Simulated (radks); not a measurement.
The numbers below are computed, except where a source is named.
Problem. Excited configurations of Ru+: one electron is placed in a higher orbital outside [Kr] 4d6. The ground configuration is [Kr] 4d7. Code: a radial shooting solver on a logarithmic mesh with Libxc functionals. Model: scalar-relativistic Kohn-Sham, SCAN, spin-polarised, spherical densities, finite nucleus; open shells are filled with parallel spins first (spin-orbit coupling, left out, can overturn this in heavy ions); meta-GGA in the generalised Kohn-Sham scheme; Fermi nuclear charge, rms radius 4.4809 fm. Excitation = E - E(ground); binding = E(ion) - E, where the ion is the core of charge +2; n* = 2/sqrt(2 binding) in atomic units, and the quantum defect is n - n*.

| outer orbital | excitation (eV) | binding (eV) | n* | quantum defect | eigenvalue (eV) | <r> (bohr) |
|---|---|---|---|---|---|---|
| 4f | 12.793 | 3.475 | 3.958 | 0.042 | -2.455 | 8.639 |
| 5p | 5.539 | 10.729 | 2.252 | 2.748 | -8.176 | 3.589 |
| 5d | 10.708 | 5.559 | 3.129 | 1.871 | -4.048 | 6.013 |
| 6f | 14.617 | 1.651 | 5.741 | 0.259 | -1.293 | 22.48 |

Estimate the row for 7p.

Solution. excitation (eV) 13.217; binding (eV) 3.051; n* 4.224; quantum defect 2.776; eigenvalue (eV) -2.449; <r> (bohr) 13.44. The Delta-SCF ionisation energy is 16.268 eV (NIST Atomic Spectra Database: 16.8 eV, semi-empirical). Self-interaction in the functional shifts the binding energies and quantum defects, so they are the method's values and not measured ones. Open shells are spherical and high-spin; term and fine-structure splittings are not resolved.
